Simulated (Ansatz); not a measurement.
Reactions of GeH₁₄Si₅, SMILES `[SiH3][SiH2][SiH2][SiH2][GeH2][SiH3]`.

Calculated with Ansatz (gas phase, PBE0-D4/def2-TZVP geometries, no zero-point term in ΔE). CCSD(T)/CBS adds triple-zeta CCSD(T) − MP2 to the extrapolated MP2 energy (def2 sets, frozen cores). This one scheme is used for every species. Elements past krypton have def2 core potentials. For Ge, Sn outer-core shells are correlated without core-valence functions, which leaves a few kJ/mol of doubt a bond. Scalar relativity is left out up to krypton. One conformer a species, not always the lowest.

```json
{"reaction": "`[SiH3][SiH2][SiH2][SiH2][GeH2][SiH3]` + `B[SiH2][SiH3]` → `[SiH3]B[SiH2][SiH3]` + `[SiH3][SiH2][SiH2][SiH2][GeH3]`", "CCSD(T)/CBS(def2) (kJ/mol)": "33"}
{"reaction": "`[SiH3][SiH2][SiH2][SiH2][GeH2][SiH3]` + `C[S][Sn][OH]` → `C[S][Sn][O][SiH3]` + `[SiH3][SiH2][SiH2][SiH2][GeH3]`", "CCSD(T)/CBS(def2) (kJ/mol)": "-82"}
{"reaction": "`[SiH3][SiH2][SiH2][SiH2][GeH2][SiH3]` + H₂ → `[SiH3][SiH2][SiH3]` + `[SiH3][GeH2][SiH3]`", "CCSD(T)/CBS(def2) (kJ/mol)": "?"}
{"reaction": "`[SiH3][SiH2][SiH2][SiH2][GeH2][SiH3]` + `[SiH3][GeH3]` → `[SiH3][SiH2][SiH2][SiH2][GeH3]` + `[SiH3][GeH2][SiH3]`", "CCSD(T)/CBS(def2) (kJ/mol)": "3"}
```

(1) Fill in the missing values. (An estimate is asked.)

Largest T1 diagnostic: 0.016, for `C[S][Sn][OH]`.

Results:

(1) Ansatz gave: `[SiH3][SiH2][SiH2][SiH2][GeH2][SiH3]` + H₂ → `[SiH3][SiH2][SiH3]` + `[SiH3][GeH2][SiH3]`: +2.2 kJ/mol.
